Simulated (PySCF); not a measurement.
SnI₃, SMILES [I][Sn+]([I])[I], charge +1.

The structure is a stationary point at PBE0-D3(BJ)/def2-SVP. The spin state was assumed, not searched. The isomer is the one that the SMILES or the coordinates give; other isomers of the formula were not compared. The def2 effective core potentials stand for the cores of I, Sn; spin–orbit coupling is left out.

Two levels are set side by side: PBE/def2-TZVP (PySCF) and M06-2X/def2-TZVP (PySCF). Same geometry, gas phase. Differences are taken from unrounded values.

| quantity | M06-2X |
|---|---|
| orbital gap (eV) | 5.96 |
| highest occupied level (eV) | -13.67 |
| lowest empty level (eV) | -7.71 |
| mean polarisability (bohr³) | 133.9 |

Q: What does PBE give, and how far is it from M06-2X? (An estimate is asked for; the answer gives what the named calculation found.)

A: 
```json
[
 {"quantity": "orbital gap (eV)", "PBE": "2.14", "PBE minus M06-2X": "-3.82"},
 {"quantity": "highest occupied level (eV)", "PBE": "-11.33", "PBE minus M06-2X": "2.35"},
 {"quantity": "lowest empty level (eV)", "PBE": "-9.19", "PBE minus M06-2X": "-1.48"},
 {"quantity": "mean polarisability (bohr³)", "PBE": "142.1", "PBE minus M06-2X": "8.2"}
]
```

PBE's occupied levels lie high since its potential decays too fast outside the molecule; exact exchange lowers them and widens the gap. PBE's more diffuse valence density responds more strongly to a field. Differences between two approximate levels are no errors against the true value.

Rough cost on one machine, each run with all the roots and properties that it gave: M06-2X against PBE about 2 times.
